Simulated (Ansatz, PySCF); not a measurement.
Gas-phase reaction in SMILES: CC(N)=O + 2 C (CH4) → C=O (CH2O) + CC (C2H6) + CN (CH5N)
Each molecule is optimised on its own at B3LYP-D3(BJ)/def2-TZVP (Ansatz, a program for electronic structure), one conformer each, not searched for the lowest.

Wanted: bond separation energy (enthalpy at 298 K, with B3LYP-D3(BJ) rigid-rotor harmonic-oscillator terms from PySCF), in eV. Valence correlation only, unless marked. No spin-orbit coupling. Non-relativistic. CBS marks a two-point X^-3 extrapolation of the correlation energy; Hartree-Fock from the larger set. [CCSD(T)-MP2]/basis is that difference in the basis named.

```tsv
level	program	bond separation energy (eV)
HF/STO-3G	Ansatz	1.01
HF/aug-cc-pVTZ	Ansatz	1.68
BLYP-D4/def2-TZVPD	Ansatz + dftd4	1.81
B3LYP-D4/def2-TZVPD	Ansatz + dftd4	1.81
PBE0-D4/def2-TZVPD	Ansatz + dftd4	1.86
PBE0/def2-TZVP	Ansatz	1.86
BHLYP-D3(BJ)/def2-TZVPD	Ansatz + dftd3	1.80
```

Question: Estimate the value at RI-MP2/CBS(cc-pVTZ,cc-pVQZ)+[CCSD(T)-MP2]/cc-pVTZ as computed with Ansatz.

Answer: 1.73 eV
